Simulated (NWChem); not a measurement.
Total energies of BrSi

```xyz
2

Si     0.0000     0.0000     1.5996
Br     0.0000     0.0000    -0.6398
```
Charge 0, spin multiplicity 2.

The numbers come from NWChem runs, not from measurements. The geometry was optimised at UPBE0/def2-SVP, a minimum by its harmonic frequencies.

Basis set: def2-SVP (50 functions).

```csv
method,total energy (Ha)
UHF,-2860.92703
UMP2,-2861.21460
UB2PLYP,-2862.68943
UPBE,-2862.68012
UB3LYP,-2863.25920
UCAM-B3LYP,-2863.33943
```

Total energies of different functionals aren't comparable as a measure of quality: only differences taken within one method are. 

The Hamiltonian is non-relativistic. The correlated methods keep 14 core orbitals frozen. B3LYP has NWChem's definition, with VWN1-RPA local correlation. This spin state was chosen for the runs; another may lie lower. The structure started from a generated list of species. The unpaired electrons of the parent sit in orbitals of symmetry b2 (C2v labels of the run); other states weren't searched. No SCF solution was tested for a lower state. Open-shell Hartree-Fock references start from PBE0 orbitals.
